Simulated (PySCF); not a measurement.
## Calculated data, B2H5NSi

All values are calculated (PySCF 2.14.0). Calculation on a computer-drawn molecule: the log of a Hartree-Fock and frozen-core CCSD(T) single point meant for a local Hartree-Fock minimum, with one planted fault or none, to be diagnosed. Offsets are logged minus clean, where the clean run is the same molecule without the fault. The reference is restricted for singlets and unrestricted otherwise, and also for a bond in bohr or an excited solution. Adding or removing an electron swaps singlet and doublet. The excited solution moves the top pair (singlet) or top alpha electron (doublet) to the lowest empty orbital. Highest occupied and lowest empty are orbital energies over both spins, largest force is the largest gradient component, triples share is (T) over the correlation energy, the T1 limit is 0.02 restricted and 0.045 unrestricted, electrons count all cores, a negative frequency is imaginary (commonest isotopes), and the dipole is about the centre of nuclear charge.

```xyz
9
formula=B2H5NSi meant_charge=0 meant_multiplicity=1 meant_basis=cc-pV(D+d)Z logged_electrons=37 logged_basis_functions=90 logged_SCF_converged=yes logged_spin_squared=0.7612 logged_highest_occupied=-0.82965 logged_lowest_empty=8.1231 logged_largest_force=0.040366 logged_T1_diagnostic=0.01573 logged_D1_diagnostic=0.044671 logged_triples_share=0.033237 logged_CC_converged=yes logged_dipole_magnitude=6.4138 logged_SCF_stable_within_its_kind=yes logged_energy_HF=-395.63687 logged_energy_CCSD(T)=-396.14192 possible_faults=no_fault,one_electron_removed,one_electron_added,multiplicity_raised_by_two,geometry_at_a_saddle_point,SCF_held_on_an_excited_solution,minimal_basis_STO-3G,one_bond_length_entered_in_bohr,all_coordinates_scaled planted_fault=one_electron_added HF_energy_offset_from_clean_run=5.341 CCSD(T)_energy_offset_from_clean_run=-5.093
B     -0.0452     2.8001    -0.2531
Si    -1.9963     2.2207    -0.1303
B     -2.1224     0.3994    -0.9775
N     -2.1648    -0.7118    -1.5015
H      0.3613     3.4105    -1.2017
H      0.7399     2.5043     0.6036
H     -2.4667     2.1101     1.2719
H     -2.9098     3.1328    -0.8604
H     -2.2153    -1.6033    -1.9186
```

Units: logged_highest_occupied, logged_lowest_empty in eV; logged_largest_force in hartree/bohr; logged_dipole_magnitude in debye; logged_energy_HF, logged_energy_CCSD(T) in hartree; HF_energy_offset_from_clean_run, CCSD(T)_energy_offset_from_clean_run in kcal/mol.

Drawn bonds:
```
atom  other atom  order
   1           2      1
   2           3      1
   3           4      2
   1           5      1
   1           6      1
   2           7      1
   2           8      1
   4           9      1
```
